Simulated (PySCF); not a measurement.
Be(SH)(GeH3) (BeGeH4S), SMILES [SH][Be][GeH3].

The structure is a stationary point at PBE-D3(BJ)/def2-TZVP. The values are those of a single conformer.

The numbers are results of PBE-D3(BJ)/def2-TZVP (PySCF 2.14.0), not measurements.

Frequencies are harmonic and unscaled.

| mode | ν (cm⁻¹) | IR (km/mol) | moving atoms (share of kinetic energy) |
|---|---|---|---|
| 1 | 8 | 8.4 | H 98 % |
| 2 | 148 | 18.3 | Be 64 %, H 29 % |
| 3 | 163 | 13.5 | Be 69 %, H 23 % |
| 4 | 250 | 1.5 | S 59 %, Ge 34 % |
| 5 | 396 | 1.2 | H 84 %, Be 11 % |
| 6 | 425 | 1.8 | H 73 %, Be 21 % |
| 7 | 585 | 2.3 | H 80 %, Be 16 % |
| 8 | 765 | 133.3 | H 97 % |
| 9 | 854 | 24.6 | H 99 % |
| 10 | 856 | 26.5 | H 99 % |
| 11 | 909 | 165.3 | Be 87 %, S 11 % |
| 12 | 2051 | 67.5 | H 99 % |
| 13 | 2058 | 106.7 | H 98 % |
| 14 | 2060 | 106.0 | H 98 % |
| 15 | 2597 | 4.2 | H 97 % |
